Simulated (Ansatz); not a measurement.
Reaction: GeNH4 (SMILES [NH2][GeH2], doublet) → GeNH4 (SMILES [NH][GeH3], doublet)
Each species at its own B3LYP-D3(BJ)/def2-TZVP minimum (Ansatz, a program for electronic structure).

Total energies in hartree (Ansatz). UHF or UKS for unpaired electrons; spin-orbit terms are left out. Correlated methods leave the cores frozen (noble-gas shells, and filled d and f shells in the p block). No relativity.

| species | HF/cc-pVTZ | CCSD(T)/cc-pVTZ | HF/cc-pVQZ | CCSD(T)/cc-pVQZ | CCSDT(Q)/cc-pVTZ |
|---|---|---|---|---|---|
| 1: GeNH4 (SMILES [NH2][GeH2], doublet) | -2132.18015 | -2132.54445 | -2132.18891 | -2132.57334 | -2132.54582 |
| 2: GeNH4 (SMILES [NH][GeH3], doublet) | -2132.15517 | -2132.50087 | -2132.16355 | -2132.52859 | -2132.50240 |

Work out the isomerisation energy (electronic) in kcal/mol: take Hartree-Fock from cc-pVQZ, extrapolate the CCSD(T) correlation energy as X^-3 (X = 3, 4), and add CCSDT(Q) - CCSD(T) in cc-pVTZ. 1 hartree = 627.51 kcal/mol.


Species 1: correlation (64·(-0.38443) - 27·(-0.36430))/37 = -0.39912; step -0.00137; E1 = -2132.18891 + (-0.39912) + (-0.00137) = -2132.58940
Species 2: correlation (64·(-0.36504) - 27·(-0.34570))/37 = -0.37915; step -0.00153; E2 = -2132.16355 + (-0.37915) + (-0.00153) = -2132.54423
-1·E1 +1·E2 = 0.04517 hartree = 28.3 kcal/mol.
